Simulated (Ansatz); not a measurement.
Isomers of C3H9Sb (singlet), relaxed with PBE-D4/def2-SVP; total energies from Ansatz at ωB97M-V/def2-TZVP.

```tsv
isomer	description	energy (Eh)
A	SbMe3 (C₃H₉Sb)	-359.90392
B	SbH2(iPr) (C₃H₉Sb)	-359.88591
```

In the def2 sets Sb takes a core potential; there is no spin–orbit coupling.

Q: Work out the relative energies (1 Eh = 2625.5 kJ/mol) and the Boltzmann populations at 500 K from electronic energies alone (R = 8.314 J/mol/K).

A: ΔE: A 0.0, B 47.3 kJ/mol. RT = 4.16 kJ/mol. Factors exp(−ΔE/RT): A 1, B 1.15e-05; sum 1.000. Populations: A 100.0 %, B 0.0 %. Zero-point energy, vibrational entropy and symmetry numbers are left out and can shift these; an error of 4 kJ/mol changes a ratio by a factor of 2.6. Over the other density-functional and correlated levels in def2 sets, the gap between A and B ranges from 16 to 58 kJ/mol.
